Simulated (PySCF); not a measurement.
N+: ionisation energy

N+ [He] 2s2 2p2 (3P) → N(2+) [He] 2s2 2p1 (2P), as a difference of total energies. Computed with PySCF 2.14 in aug-cc-pwCVTZ (7s6p4d2f, 59 functions), with no relativity, point nucleus. Correlated levels: valence and next inner shell: nothing frozen. The calculations carry no spin-orbit coupling.

```csv
method,ionisation energy (eV)
UHF,29.189
MP2 (valence and next inner shell),29.661
SCS-MP2 (valence and next inner shell),29.506
CCSD (valence and next inner shell),29.514
CCSD(T) (valence and next inner shell),29.527
```

Task: How much does correlation contribute at CCSD(T) (valence and next inner shell)?

Result: 29.527 − (29.189) = 0.338 eV, measured against UHF.

Errors of the correlated levels include the incompleteness of this basis.

For comparison: 29.601 eV (semi-empirical (NIST evaluation); NIST Atomic Spectra Database, ionization energies).
